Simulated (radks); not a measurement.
The numbers below are computed, except where a source is named.
Spherical quantum dot in the effective-mass picture: electrons in a parabolic well V = omega^2 r^2 / 2 with omega = 0.156, with a point charge +1 (a donor) at the centre, all in effective atomic units (hartree* = m*/eps^2 hartree, bohr* = eps/m* bohr), one dielectric constant everywhere. Level of theory: non-relativistic Kohn-Sham, LDA (Slater exchange, Perdew-Wang correlation), spin-polarised, spherical densities (a radial shooting solver with Libxc functionals). Levels are named by radial order and angular momentum (1s, 1p, 1d, 2s, ...), and open shells are averaged over m.

N = 4, configuration 1s2 1p(up 2, down 0). This is the lowest configuration that the search found. Occupied and some empty levels:

| level | occupation | eigenvalue (hartree*) | <r> (bohr*) |
|---|---|---|---|
| 1s up | 1 | 0.66302 | 2.222 |
| 1s down | 1 | 0.67946 | 2.055 |
| 1p up | 2 | 0.85879 | 4.316 |
| 1p down | 0 | 0.89547 | 4.365 |
| 2s up | 0 | 0.89933 | 4.268 |
| 2s down | 0 | 0.92456 | 4.433 |
| 1d up | 0 | 0.98089 | 5.052 |
| 1d down | 0 | 1.0145 | 5.155 |
| 1f up | 0 | 1.1093 | 5.630 |
| 1f down | 0 | 1.1378 | 5.746 |

Energy (hartree*): total 1.00936, kinetic 0.86831, external -1.3582, Hartree 2.2940, exchange-correlation -0.79474.
